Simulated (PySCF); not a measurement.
C₄H₁₀BN, SMILES C[C@H]1CCB1N.

Geometry: PBE-D3(BJ)/def2-SVP. The structure was generated by enumeration; whether it is a known compound was not checked. Other conformers were not sampled.

Level of theory: PBE-D3(BJ)/def2-SVP run with PySCF 2.14.0.

No scaling factor is applied to the harmonic values.

```tsv
mode	ν (cm⁻¹)	IR (km/mol)	moving atoms (share of kinetic energy)
1	94	3.1	H 41 %, C 36 %, N 17 %
2	155	1.2	C 41 %, H 34 %, N 22 %
3	205	0.1	H 91 %
4	279	3.7	H 44 %, C 32 %, B 16 %
5	344	0.5	H 45 %, C 43 %, B 8 %
6	425	5.6	H 52 %, C 33 %, B 13 %
7	505	137.6	H 79 %, N 20 %
8	565	4.0	H 49 %, C 31 %, B 11 %, N 10 %
9	605	4.6	H 53 %, B 27 %, C 10 %, N 10 %
10	688	5.8	H 41 %, C 39 %, N 16 %
11	717	2.1	H 67 %, C 25 %
12	789	0.8	H 60 %, C 23 %, N 10 %
13	839	3.3	H 51 %, C 46 %
14	860	4.8	H 54 %, C 36 %, B 8 %
15	910	0.7	H 61 %, C 37 %
16	923	0.3	H 72 %, C 26 %
17	957	10.4	H 69 %, C 19 %, B 10 %
18	1055	7.0	H 57 %, C 36 %
19	1068	29.4	H 36 %, C 30 %, B 29 %
20	1107	2.8	C 49 %, H 48 %
21	1120	5.1	H 49 %, C 44 %
22	1157	2.6	H 66 %, C 32 %
23	1185	2.9	H 86 %, C 14 %
24	1219	17.4	H 67 %, C 26 %
25	1295	9.5	H 46 %, C 42 %, B 10 %
26	1341	1.3	H 74 %, C 26 %
27	1356	6.8	H 86 %, C 8 %
28	1398	22.2	H 77 %, B 16 %
29	1416	3.2	H 94 %
30	1423	5.7	H 96 %
31	1434	34.5	H 64 %, B 25 %, C 10 %
32	1557	180.5	H 51 %, N 25 %, B 22 %
33	2947	44.4	H 97 %
34	2959	56.1	H 94 %
35	2961	8.0	H 93 %
36	2991	15.1	H 94 %
37	3019	23.4	H 90 %, C 10 %
38	3024	29.2	H 91 %, C 9 %
39	3035	29.4	H 91 %, C 9 %
40	3051	27.2	H 90 %, C 10 %
41	3501	15.6	H 96 %
42	3600	19.6	H 91 %, N 9 %
```
